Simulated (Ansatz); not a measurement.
C₂H₉BS (`[BH3-][S+](C)C`). Total charge 0; spin multiplicity 1. The structure was optimised at the PBE0-D4/def2-TZVP level.

```xyz
13

B    -1.134   -0.590   -1.156
S     0.391   -0.736    0.008
C     1.398    0.670   -0.449
C    -0.237   -0.177    1.587
H    -0.670   -0.828   -2.248
H    -1.539    0.543   -1.010
H    -1.876   -1.453   -0.747
H     0.780    1.568   -0.466
H     2.232    0.777    0.245
H     1.777    0.472   -1.451
H     0.579   -0.080    2.303
H    -0.762    0.769    1.453
H    -0.940   -0.935    1.930
```

(1) What is the dipole moment at PBE/def2-TZVPP? (Estimate.)

(2) And with r2SCAN, B3LYP, ωB97M-V? (Best estimate.)

(3) Give the Mulliken charges with PBE, B3LYP, ωB97M-V in def2-TZVPP. (Estimate.)

## Answers

(1) Computed: 4.55 D, with components (3.05, 1.45, 3.05) D in this frame, pointing from negative to positive charge.

(2) The calculation gave: r2SCAN 4.64 D, B3LYP 4.64 D, ωB97M-V 4.70 D.

(3) Computed: 
| atom | PBE | B3LYP | ωB97M-V |
| --- | --- | --- | --- |
| B1 | -0.37 | -0.35 | -0.56 |
| S2 | 0.14 | 0.15 | 0.22 |
| C3 | -0.25 | -0.28 | -0.34 |
| C4 | -0.25 | -0.28 | -0.34 |
| H5 | 0.00 | 0.00 | 0.05 |
| H6 | -0.01 | -0.01 | 0.04 |
| H7 | 0.00 | 0.00 | 0.05 |
| H8 | 0.12 | 0.13 | 0.15 |
| H9 | 0.12 | 0.12 | 0.14 |
| H10 | 0.13 | 0.14 | 0.15 |
| H11 | 0.12 | 0.12 | 0.14 |
| H12 | 0.12 | 0.13 | 0.15 |
| H13 | 0.13 | 0.14 | 0.15 |

B3LYP here is the variant with VWN-RPA as its local correlation; programs differ in this.
